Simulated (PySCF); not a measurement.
Geometries of 3 isomers of C3H8BrGeN, from PBE0-D3(BJ)/def2-SVP geometry optimisation, gas phase (PySCF). One conformer each, no zero-point energy, no frequencies.

Problem. Which is lowest in electronic energy at this level?
A.
```xyz
14
angstrom
C     -1.341    0.763    1.280
C     -0.710    0.195    0.245
C     -1.324   -0.837   -0.647
Ge     1.119    0.752   -0.114
N      2.392   -0.557   -0.158
Br     1.116    1.576   -2.285
H     -2.369    0.491    1.548
H     -0.863    1.527    1.903
H     -1.356   -0.477   -1.689
H     -2.349   -1.090   -0.336
H     -0.727   -1.764   -0.654
H      1.564    1.850    0.864
H      2.545   -1.039    0.724
H      2.281   -1.237   -0.905
```
B.
```xyz
14
angstrom
N      2.346   -0.265   -0.301
Ge     0.784    0.139    0.551
Br     1.452    0.801    2.668
C     -0.845   -0.983    0.499
C     -1.389   -0.017   -0.585
C     -0.514    1.253   -0.417
H      2.242   -0.682   -1.223
H      2.998   -0.817    0.250
H     -0.788   -2.046    0.226
H     -1.384   -0.892    1.454
H     -2.470    0.179   -0.494
H     -1.230   -0.450   -1.586
H     -0.213    1.771   -1.338
H     -0.965    1.988    0.268
```
C.
```xyz
14
angstrom
N      2.513   -0.096    0.346
Ge     1.473    0.158    1.837
Br     1.859   -1.741    3.111
C     -0.371    0.175    1.291
C     -0.890   -0.980    0.477
C     -0.688    0.346   -0.176
H      3.281   -0.742    0.506
H      2.889    0.760   -0.055
H      1.871    1.367    2.708
H     -1.071    0.623    2.004
H     -1.909   -1.318    0.682
H     -0.192   -1.784    0.224
H      0.154    0.432   -0.869
H     -1.563    0.947   -0.437
```

Solution. B. That is `C1[CH2][Ge]([NH2])([Br])[CH2]1`, 7.0 kcal/mol below the next.

```
                      SMILES                         atoms numbered as above       E (Eh)  relative (kcal/mol)  relative (kJ/mol)  dipole (D)
[NH2][Ge]1([Br])[CH2]C[CH2]1    [NH2:1][Ge:2]1([Br:3])[CH2:4][CH2:5][CH2:6]1  -4823.63916                  0.0                0.0        2.88
  C=[C](C)[Ge@@H]([NH2])[Br]  [CH2:1]=[C:2]([CH3:3])[Ge@@H:4]([NH2:5])[Br:6]  -4823.62803                  7.0               29.2        3.17
   [NH2][Ge@H]([Br])[CH]1CC1   [NH2:1][Ge@H:2]([Br:3])[CH:4]1[CH2:5][CH2:6]1  -4823.62597                  8.3               34.6        2.37
```

As drawn, the lowest has a four-membered ring, which the highest lacks; the highest has a three-membered ring, which the lowest lacks.
